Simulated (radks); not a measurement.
All-electron atom: Tc2+ in [Kr] 4d5 (the NIST ground configuration).

All-electron calculation, Dirac Kohn-Sham, Slater X-alpha with alpha = 0.904, spin-unpolarised, spherical densities, finite nucleus; open shells fill j = l - 1/2 first; Fermi nuclear charge, rms radius 4.4112 fm. Program: a radial shooting solver on a logarithmic mesh with Libxc functionals.

Energy parts (hartree):
total: -4319.93281
kinetic: 4489.10996
electron-nucleus: -10388.52206
Hartree: 1743.34771
exchange: -163.86841

Orbitals (lengths in bohr, moments of r in powers of bohr; r(90%) holds 90 % of the orbital's charge):
| orbital | occ. | eigenvalue (hartree) | <r^4> | r(90%) | <1/r> | <r^2> |
|---|---|---|---|---|---|---|
| 1s1/2 | 2 | -770.9172 | 6.484e-06 | 0.0614 | 44.75 | 0.001582 |
| 2s1/2 | 2 | -111.2233 | 0.001181 | 0.230 | 10.23 | 0.02616 |
| 2p1/2 | 2 | -102.9192 | 0.0007763 | 0.207 | 10.22 | 0.01965 |
| 2p3/2 | 4 | -98.51445 | 0.0008742 | 0.213 | 9.707 | 0.02100 |
| 3s1/2 | 2 | -20.12009 | 0.05883 | 0.609 | 3.531 | 0.1952 |
| 3p1/2 | 2 | -16.87790 | 0.05974 | 0.613 | 3.438 | 0.1916 |
| 3p3/2 | 4 | -16.13394 | 0.06587 | 0.628 | 3.313 | 0.2015 |
| 3d3/2 | 4 | -10.34129 | 0.06504 | 0.625 | 3.138 | 0.1842 |
| 3d5/2 | 6 | -10.19629 | 0.06712 | 0.630 | 3.105 | 0.1873 |
| 4s1/2 | 2 | -3.44487 | 2.302 | 1.52 | 1.316 | 1.236 |
| 4p1/2 | 2 | -2.48011 | 3.368 | 1.67 | 1.199 | 1.464 |
| 4p3/2 | 4 | -2.36635 | 3.730 | 1.72 | 1.162 | 1.541 |
| 4d3/2 | 4 | -0.93065 | 14.28 | 2.40 | 0.8637 | 2.798 |
| 4d5/2 | 1 | -0.91804 | 14.81 | 2.42 | 0.8550 | 2.850 |

The highest occupied level is 4d5/2 at -24.981 eV. For comparison, the ionisation energy in NIST's Atomic Spectra Database is 29.550 eV (semi-empirical). In exact Kohn-Sham theory the highest level is minus the ionisation energy, but local and semilocal functionals leave it too shallow, through self-interaction and a potential that decays too fast; potentials with the right tail come closer. The density falls to 0.001 e/bohr^3 at r = 3.41 bohr. Summed over all electrons, <r^2> = 29.23 bohr^2, which gives a Langevin (diamagnetic) susceptibility term of -23.1 x 10^-6 cm^3/mol. The electron density at the nucleus is 1.002e+05 e/bohr^3.

Beside tabulated values, note that spin-unpolarised runs miss the spin-polarisation part of the exchange energy of open shells.
